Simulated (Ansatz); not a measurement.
Molecule: sum formula TiH$_{4}$S, net charge 0, singlet state. 
Structure (B3LYP-D3(BJ)/def2-TZVP (Ansatz, a quantum-chemistry and plane-wave program) minimum search):
```
Ti
H 1 1.6947
H 1 1.6947 2 109.07
H 1 1.7008 2 111.17 3 -122.93
S 1 2.2651 2 108.10 3 117.32
H 5 1.3561 1 84.56 2 121.03
```
Charge 0, spin multiplicity 1.

Basis-set convergence of Hartree-Fock and MP2 correlation energies (hartree) with Ansatz. Cores are frozen in the correlated levels unless marked. Spin-orbit coupling is left out. The frozen core is the preceding noble-gas configuration, with the filled d and f shells of earlier blocks. Non-relativistic.

The T1 diagnostic of CCSD in the largest basis is 0.031, which is high, so the coupled-cluster rows are less sure than usual.

```csv
basis,functions,E(HF),"E(corr, MP2)"
def2-SVP,69,-1247.94862,-0.28163
def2-TZVPP,162,(withheld),(withheld)
```

Question: Complete the blanks.

Answer: 
- def2-TZVPP, E(HF): -1248.21804
- def2-TZVPP, E(corr, MP2): -0.35083
